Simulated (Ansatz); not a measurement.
C$_{3}$H$_{7}$NSi, SMILES `C[SiH2]C1=NC1`, 12 atoms. Total charge 0; spin multiplicity 1. All runs use 4 threads of an Arm Neoverse V2 on a shared host. Correlated methods freeze the cores.

Give the basis size and wall time and peak host memory of each of these runs in Ansatz. RKS PBE0-D4/def2-SVP energy; RKS PBE0-D4/def2-TZVP frequencies; RKS ωB97M-V/def2-QZVPP energy; RKS ωB97X-V/def2-TZVPP energy; RKS PBE0-D4/def2-QZVPP energy; RKS ωB97M-V/def2-SVP energy; RHF-CCSD(T)/def2-SVP energy; RHF-CCSD(T)/def2-TZVPP energy; RHF-MP2/def2-QZVPP energy; direct RPA on PBE orbitals/def2-TZVPP energy; RKS PBE0-D4/def2-TZVP relaxation (6 steps); RKS SPW92 (LDA)/def2-TZVPP energy. (Best estimate.)

The calculation gave: Other jobs shared the machine, so times are rough.

```json
{"level": "RKS PBE0-D4/def2-SVP", "job": "energy", "functions": "109", "wall time": "0.95 s", "peak host memory (GiB)": "0.52"}
{"level": "RKS SPW92 (LDA)/def2-TZVPP", "job": "energy", "functions": "264", "wall time": "1.2 s", "peak host memory (GiB)": "0.32"}
{"level": "RKS ωB97M-V/def2-SVP", "job": "energy", "functions": "109", "wall time": "3.6 s", "peak host memory (GiB)": "0.52"}
{"level": "RHF-CCSD(T)/def2-SVP", "job": "energy", "functions": "109", "wall time": "4.6 s", "peak host memory (GiB)": "0.53"}
{"level": "direct RPA on PBE orbitals/def2-TZVPP", "job": "energy", "functions": "264", "wall time": "5.5 s", "peak host memory (GiB)": "0.62"}
{"level": "RKS ωB97X-V/def2-TZVPP", "job": "energy", "functions": "264", "wall time": "7.5 s", "peak host memory (GiB)": "0.76"}
{"level": "RKS PBE0-D4/def2-QZVPP", "job": "energy", "functions": "508", "wall time": "7.5 s", "peak host memory (GiB)": "1.7"}
{"level": "RKS ωB97M-V/def2-QZVPP", "job": "energy", "functions": "508", "wall time": "19 s", "peak host memory (GiB)": "2.1"}
{"level": "RKS PBE0-D4/def2-TZVP", "job": "relaxation (6 steps)", "functions": "203", "wall time": "20 s", "peak host memory (GiB)": "0.48"}
{"level": "RHF-MP2/def2-QZVPP", "job": "energy", "functions": "508", "wall time": "25 s", "peak host memory (GiB)": "3.3"}
{"level": "RHF-CCSD(T)/def2-TZVPP", "job": "energy", "functions": "264", "wall time": "2.4 min", "peak host memory (GiB)": "6.5"}
{"level": "RKS PBE0-D4/def2-TZVP", "job": "frequencies", "functions": "203", "wall time": "2.5 min", "peak host memory (GiB)": "0.52"}
```
